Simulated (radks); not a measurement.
Values are calculated unless marked as measured or tabulated.
The chlorine anion Cl-, [Ar], held by a Watson sphere: a shell of charge +1 at radius R that stands for the Madelung well of a crystal (potential energy -1/R inside, -1/r outside, in hartree with lengths in bohr). Level of theory: scalar-relativistic Kohn-Sham, LDA (Slater exchange, Perdew-Wang correlation), spin-polarised, spherical densities, point nucleus (a radial shooting solver on a logarithmic mesh with Libxc functionals). Response by self-consistent Sternheimer equations with the Hartree and adiabatic LDA kernel, the relativistic mass of each level held fixed and spin-orbit coupling left out. The sphere does not respond.

| R (bohr) | e(2p) (eV) | e(3s) (eV) | e(3p) (eV) | <r> 3p (bohr) | sum of <r^2> (bohr^2) | X-ray form factor at sin(theta)/lambda = 0.1 1/angstrom | alpha (bohr^3) |
|---|---|---|---|---|---|---|---|
| 2.22 | -189.57 | -20.463 | -8.806 | 1.899 | 33.55 | 15.881 | 19.09 |
| 2.34 | -189.49 | -20.230 | -8.614 | 1.912 | 33.99 | 15.859 | 19.89 |
| 2.49 | -189.38 | -19.947 | -8.372 | 1.928 | 34.52 | 15.835 | 20.92 |
| 3.59 | -188.26 | -18.183 | -6.711 | 2.005 | 37.35 | 15.717 | 28.76 |
| 3.88 | -187.95 | -17.805 | -6.334 | 2.017 | 37.85 | 15.699 | 30.73 |
| 4.19 | -187.62 | -17.435 | -5.964 | 2.028 | 38.30 | 15.685 | 32.72 |
| 4.25 | -187.56 | -17.367 | -5.896 | 2.029 | 38.37 | 15.683 | 33.08 |
| 4.39 | -187.42 | -17.213 | -5.741 | 2.033 | 38.54 | 15.678 | 33.93 |
